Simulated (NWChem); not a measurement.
C2H4AlFO; SMILES C=[CH][Al]([OH])[F]

```xyz
9

Al    -0.0329    -0.4724     0.0000
F     -0.9723    -1.8482     0.0000
C     -0.8053     1.2903     0.0000
C     -0.0217     2.3802     0.0000
H     -1.8918     1.4501     0.0000
H     -0.4307     3.3990     0.0000
H      1.0727     2.3086     0.0000
O      1.6542    -0.6212     0.0000
H      2.1571    -1.4362     0.0000
```
Atoms are numbered in this order, from 1.

Computed with NWChem. Pople sets run with spherical d functions. The geometry was optimised at PBE0/def2-SVP.

Taking PBE0/6-311++G** as the yardstick, which of these has the fewest basis functions while keeping “highest occupied level (eV)” within 0.2 eV of it: PBE0/STO-3G; PBE0/6-311G**; PBE0/3-21G; PBE0/6-31+G*; PBE0/6-31G*?

PBE0/6-31+G*.
| level | basis functions | highest occupied level (eV) |
|---|---|---|
| PBE0/STO-3G | 33 | -3.85 |
| PBE0/3-21G | 57 | -7.89 |
| PBE0/6-31G* | 82 | -7.91 |
| PBE0/6-31+G* | 102 | -8.19 |
| PBE0/6-311G** | 122 | -8.13 |
| PBE0/6-311++G** | 146 | -8.26 |

The yardstick is one finite set, not the basis-set limit.
